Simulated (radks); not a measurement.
The calcium ion Ca10+, 10 electrons, occupied as [Ne]. Calculated with a radial shooting solver on a logarithmic mesh with Libxc functionals: scalar-relativistic Kohn-Sham, LDA (Slater exchange, Perdew-Wang correlation), spin-polarised, spherical densities, point nucleus.

Normalised radial functions P(r) = r R(r), r in bohr:

| r | 1s | 2s | 2p |
|---|---|---|---|
| 0.004413 | 0.7247 | 0.2131 | 0.0051 |
| 0.005521 | 0.8847 | 0.2600 | 0.0078 |
| 0.006908 | 1.0740 | 0.3153 | 0.0120 |
| 0.008642 | 1.2949 | 0.3796 | 0.0183 |
| 0.01081 | 1.5477 | 0.4526 | 0.0279 |
| 0.01363 | 1.8405 | 0.5362 | 0.0428 |
| 0.01706 | 2.1458 | 0.6215 | 0.0645 |
| 0.02134 | 2.4597 | 0.7057 | 0.0963 |
| 0.0267 | 2.7604 | 0.7797 | 0.1425 |
| 0.03367 | 3.0251 | 0.8314 | 0.2112 |
| 0.04212 | 3.1957 | 0.8385 | 0.3039 |
| 0.0527 | 3.2398 | 0.7811 | 0.4290 |
| 0.06593 | 3.1208 | 0.6356 | 0.5918 |
| 0.08249 | 2.8213 | 0.3833 | 0.7932 |
| 0.104 | 2.3384 | 0.0040 | 1.0353 |
| 0.1301 | 1.7653 | -0.4555 | 1.2821 |
| 0.1628 | 1.1797 | -0.9514 | 1.5077 |
| 0.2037 | 0.6779 | -1.3955 | 1.6657 |
| 0.2569 | 0.3134 | -1.6911 | 1.7062 |
| 0.3214 | 0.1174 | -1.7351 | 1.5930 |
| 0.4021 | 0.0330 | -1.5269 | 1.3340 |
| 0.503 | 0.0065 | -1.1374 | 0.9785 |
| 0.6293 | 0.0008 | -0.6989 | 0.6095 |
| 0.7936 | 0.0001 | -0.3307 | 0.3010 |
| 0.9929 | 0.0000 | -0.1203 | 0.1173 |
| 1.242 | 0.0000 | -0.0309 | 0.0332 |
| 1.554 | 0.0000 | -0.0051 | 0.0063 |
| 1.96 | 0.0000 | -0.0005 | 0.0007 |
| 2.452 | 0.0000 | 0.0000 | 0.0000 |
| 3.068 | 0.0000 | 0.0000 | 0.0000 |

1s: eigenvalue -4178.5 eV, 0 radial nodes, <r> = 0.0770 bohr, 90 % of the charge inside 0.137 bohr. 2s: eigenvalue -636.06 eV, 1 radial node at r = 0.104 bohr, <r> = 0.360 bohr, 90 % of the charge inside 0.558 bohr. 2p: eigenvalue -559.73 eV, 0 radial nodes, <r> = 0.321 bohr, 90 % of the charge inside 0.528 bohr.
